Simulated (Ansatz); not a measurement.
System: AgCl, charge -1, multiplicity 2. The spin state was set by rule; other spins were not relaxed. 
Structure (B3LYP-D3(BJ)/def2-TZVP (Ansatz, a quantum-chemistry and plane-wave program) minimum search):
```
Cl
Ag 1 2.5112
```
Charge -1, spin multiplicity 2.

Total electronic energies in hartree. Cores are frozen in the correlated levels unless marked. Open shells are spin-unrestricted. Spin-orbit coupling is left out. The frozen core is the preceding noble-gas configuration, with the filled d and f shells of earlier blocks. Past Kr the def2 sets carry scalar-relativistic core potentials. Basis-set limits of correlation are two-point, X^-3; Hartree-Fock from the larger set.

| level | program | energy (Eh) |
|---|---|---|
| BLYP/def2-TZVPD | Ansatz | -607.26105 |
| revPBE-D4/def2-TZVPD | Ansatz + dftd4 | -607.27068 |
| PBE0-D3(BJ)/def2-TZVP | Ansatz + dftd3 | -607.13154 |
| PBE0-D3(BJ)/def2-TZVPD | Ansatz + dftd3 | -607.13534 |
| r2SCANh/def2-TZVPD | Ansatz | -607.29437 |
| r2SCAN0-D4/def2-TZVPD | Ansatz + dftd4 | -607.26912 |
| HSE06/def2-TZVPD | Ansatz | -607.12551 |
| LC-wPBE-D4/def2-TZVPD | Ansatz + dftd4 | -607.18577 |
| B2GP-PLYP-D3(BJ)/def2-TZVPD | Ansatz + dftd3 | -606.86588 |
| B2PLYP-D4/def2-TZVPD | Ansatz + dftd4 | -606.96389 |
| PBE-QIDH/def2-TZVPD | Ansatz | -606.85979 |
| RPA@PBE/def2-QZVPP | Ansatz | -606.62378 |
| CCSD/def2-TZVPPD | Ansatz | -606.29421 |
| CCSD/def2-QZVPP | Ansatz | -606.35778 |
| CCSD(T)/CBS(def2-TZVPPD,def2-QZVPPD) | Ansatz | -606.4300 |

Totals of different functionals don't rank their quality; only differences between species are comparable.
